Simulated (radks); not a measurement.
Question: The mean radii <r> (bohr) of the occupied orbitals of an atom or ion are listed with their occupations. Calculated with a radial shooting solver on a logarithmic mesh with Libxc functionals: scalar-relativistic Kohn-Sham, OLYP, spin-polarised, spherical densities, finite nucleus; Fermi nuclear charge, rms radius of each element as measured or else 0.836 A^(1/3) + 0.57 fm.

orbital  occ.      <r>
1s up       1  0.09688
1s down     1  0.09686
2s up       1   0.4777
2s down     1   0.4775
2p up       3   0.4412
2p down     3   0.4409
3s up       1    1.609
3p up       3    1.833
3p down     1    1.971

Name the element and its charge. Open shells, if any, are filled with parallel spins first.

Answer: Z = 16, sulfur, charge +1: S+ in [Ne] 3s1 3p4. The 1s radius gives Z: for a bare nucleus <r> = (2 gamma + 1)/(2Z) with gamma = sqrt(1 - (Z/c)^2), 0.09332 bohr for Z = 16, and screening makes it slightly larger (0.09688 here). The occupations add up to 15, and the charge is Z minus that.
